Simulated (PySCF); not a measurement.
C6, SMILES c1c#cc#cc#1.

Coordinates come from a r2SCAN-D4/def2-SVP optimisation. The geometry has at least one imaginary mode, so it is a saddle point at that level.

All values below come from r2SCAN-D4/def2-SVP run with PySCF.

No scaling factor is applied to the harmonic values.

Modes within 1.5 cm⁻¹ of each other (mostly degenerate sets) share a row, with their intensities summed.

Task: Estimate the vibrational spectrum. (The exact figures need the calculation; the answer reports its results.)

Result: 
| mode | ν (cm⁻¹) | IR (km/mol) | moving atoms (share of kinetic energy) |
|---|---|---|---|
| 1 | 614i | 0.0 | C 100 % |
| 2 | 175i | 0.0 | C 100 % |
| 3–4 | 486 | 0.0 | C 100 % |
| 5–6 | 587 | 0.0 | C 100 % |
| 7 | 1262 | 0.0 | C 100 % |
| 8 | 1459 | 0.0 | C 100 % |
| 9–10 | 1471 | 104.2 | C 100 % |
| 11–12 | 1798 | 0.0 | C 100 % |
